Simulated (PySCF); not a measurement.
SMILES CC#Cc1ccccc1, C9H8

Molfile (atoms numbered from 1):
```
C9H8
     RDKit          3D

 17 17  0  0  0  0  0  0  0  0999 V2000
    3.7467   -0.7986   -0.1052 C   0  0  0  0  0  0  0  0  0  0  0  0
    2.3404   -0.4979    0.0349 C   0  0  0  0  0  0  0  0  0  0  0  0
    1.1696   -0.2487    0.1521 C   0  0  0  0  0  0  0  0  0  0  0  0
   -0.2085    0.0451    0.2924 C   0  0  0  0  0  0  0  0  0  0  0  0
   -0.6649    1.3567    0.1594 C   0  0  0  0  0  0  0  0  0  0  0  0
   -2.0104    1.6384    0.2977 C   0  0  0  0  0  0  0  0  0  0  0  0
   -2.9131    0.6220    0.5675 C   0  0  0  0  0  0  0  0  0  0  0  0
   -2.4644   -0.6824    0.7009 C   0  0  0  0  0  0  0  0  0  0  0  0
   -1.1209   -0.9741    0.5654 C   0  0  0  0  0  0  0  0  0  0  0  0
    4.2027   -0.9115    0.8786 H   0  0  0  0  0  0  0  0  0  0  0  0
    4.2518    0.0074   -0.6373 H   0  0  0  0  0  0  0  0  0  0  0  0
    3.8770   -1.7271   -0.6612 H   0  0  0  0  0  0  0  0  0  0  0  0
    0.0429    2.1453   -0.0524 H   0  0  0  0  0  0  0  0  0  0  0  0
   -2.3590    2.6561    0.1940 H   0  0  0  0  0  0  0  0  0  0  0  0
   -3.9645    0.8466    0.6731 H   0  0  0  0  0  0  0  0  0  0  0  0
   -3.1669   -1.4761    0.9110 H   0  0  0  0  0  0  0  0  0  0  0  0
   -0.7656   -1.9892    0.6686 H   0  0  0  0  0  0  0  0  0  0  0  0
  1  2  1  0
  2  3  3  0
  3  4  1  0
  4  5  2  0
  5  6  1  0
  6  7  2  0
  7  8  1  0
  8  9  2  0
  9  4  1  0
  1 10  1  0
  1 11  1  0
  1 12  1  0
  5 13  1  0
  6 14  1  0
  7 15  1  0
  8 16  1  0
  9 17  1  0
M  END
```

Theory: GIAO HF/pcSseg-1 magnetisability, rotational g tensor and spin-rotation constants, non-relativistic, gas phase (PySCF). Geometry: GFN2-xTB.

Question: Give the nuclear spin-rotation constants along the inertial axes (H = +C I·J) beside the isotropic shieldings.

Answer: Rotational constants 5.5580, 0.8375, 0.7311 GHz. A star marks the isotopologue with that one atom substituted, in its own axes.
| atom | isotope | Caa (kHz) | Cbb (kHz) | Ccc (kHz) | mean (kHz) | σ (ppm) |
| --- | --- | --- | --- | --- | --- | --- |
| H10 | 1H | -0.519 | -0.085 | 0.003 | -0.200 | 29.8 |
| H11 | 1H | -0.516 | -0.006 | -0.067 | -0.196 | 29.9 |
| H12 | 1H | -0.517 | -0.034 | -0.042 | -0.198 | 29.9 |
| H13 | 1H | -0.280 | 0.052 | -0.073 | -0.100 | 24.2 |
| H14 | 1H | -0.287 | 0.048 | -0.072 | -0.104 | 24.5 |
| H15 | 1H | 0.616 | -0.088 | -0.072 | 0.152 | 24.5 |
| H16 | 1H | -0.288 | 0.048 | -0.072 | -0.104 | 24.5 |
| H17 | 1H | -0.279 | 0.052 | -0.073 | -0.100 | 24.2 |
| C1 | 13C* | 0.613 | 0.090 | 0.079 | 0.261 | 189.1 |
| C2 | 13C* | 0.493 | 0.269 | 0.246 | 0.336 | 97.7 |
| C3 | 13C* | -0.075 | 0.285 | 0.262 | 0.157 | 112.2 |
| C4 | 13C* | 2.798 | 0.270 | 0.063 | 1.043 | 62.5 |
| C5 | 13C* | 2.157 | 0.386 | 0.077 | 0.873 | 52.0 |
| C6 | 13C* | 2.095 | 0.382 | 0.066 | 0.848 | 58.3 |
| C7 | 13C* | 2.779 | 0.285 | 0.065 | 1.043 | 57.8 |

For the geometry as given, no vibrational averaging.
